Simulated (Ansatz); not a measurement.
A nudged elastic band was laid between two geometries of CH$_{5}$FS$_{2}$Si (10 atoms, charge 0, multiplicity 1).

All numbers below come from Ansatz 0.2.0, RKS PBE/def2-SVP.

```json
{
 "movable images": "7",
 "climbing image": "yes",
 "spring": "5.0 eV/Å²",
 "optimiser": "quadratic models (default)",
 "start path": "through a guess of the saddle point",
 "force threshold": "0.05 eV/Å",
 "iteration limit": "60",
 "end points": "relaxed"
}
```

Initial state:

```xyz
10
Properties=species:S:1:pos:R:3
C -1.298 -0.060 1.252
S 0.158 1.067 1.202
Si 1.239 0.329 -0.475
F 1.849 -1.184 -0.271
S -0.071 0.210 -2.183
H -2.058 0.440 1.880
H -1.707 -0.222 0.236
H -1.023 -1.029 1.709
H 2.401 1.257 -0.636
H 0.592 -0.858 -2.711
```

Final state:

```xyz
10
Properties=species:S:1:pos:R:3
C -0.926 0.087 1.003
S 0.645 0.990 1.219
Si 2.037 -0.266 -0.842
F 1.407 -1.698 -0.238
S 0.476 0.101 -2.409
H -1.721 0.530 1.631
H -1.211 0.090 -0.067
H -0.720 -0.952 1.322
H 0.325 2.089 0.475
H -0.228 -1.023 -2.091
```

Question: Which bonds break or form, and what moves?

Answer: Bonds broken: Si3–H9. Bonds formed: S2–H9. CH5FS2Si becomes CH4S + FHSSi.

Question: Give the energies along the band, and the barrier.

Answer: The forces met the threshold. The highest image is number 4 of 0 to 8, 2.26 eV above the first end and 0.76 eV above the last; the last end lies 1.50 eV above the first. The profile has 2 maxima (images 2, 4) with wells between them (image 3): this band takes more than one step, which may be the mechanism or a detour left from its start path. Neighbouring images differ by up to 2.2 eV, so the band resolves the path poorly. A vibrational analysis at the climbing image gives one clearly imaginary mode, 821i cm⁻¹: a first-order saddle point. The orbitals stay closed-shell, which can raise the energy where a bond breaks towards radicals; this wasn't checked here.

```tsv
image	path coordinate (Å)	energy (eV)	Si3–H9 (Å)	S2–H9 (Å)
0	0.00	0.00	1.50	2.91
1	1.43	0.04	1.49	2.94
2	2.85	0.09	1.50	3.09
3	4.28	0.07	1.50	3.01
4	5.70	2.26	1.64	1.72
5	6.98	1.55	3.06	1.36
6	8.25	1.54	3.14	1.36
7	9.53	1.51	3.11	1.36
8	10.80	1.50	3.20	1.36
```

Question: What is the geometry of the highest image?

Answer: 
```xyz
10
Properties=species:S:1:pos:R:3:forces:R:3
C -1.180 0.236 1.105 0.01 0.00 0.00
S 0.583 -0.177 1.347 -0.01 0.01 0.00
Si 1.270 0.461 -0.931 0.00 0.00 0.00
F 2.682 -0.391 -0.960 0.00 0.00 0.00
S -0.113 -0.568 -2.255 0.00 0.00 0.00
H -1.599 0.604 2.060 0.00 0.00 0.00
H -1.294 1.023 0.327 0.00 0.00 0.00
H -1.726 -0.664 0.768 0.00 0.00 0.00
H 1.078 1.231 0.500 0.00 -0.01 0.00
H 0.382 -1.806 -1.957 0.00 0.00 0.00
```

The run took 8.5 min on 2 threads of Arm Neoverse V1, with other jobs on the host, peak memory 0.16 GiB.
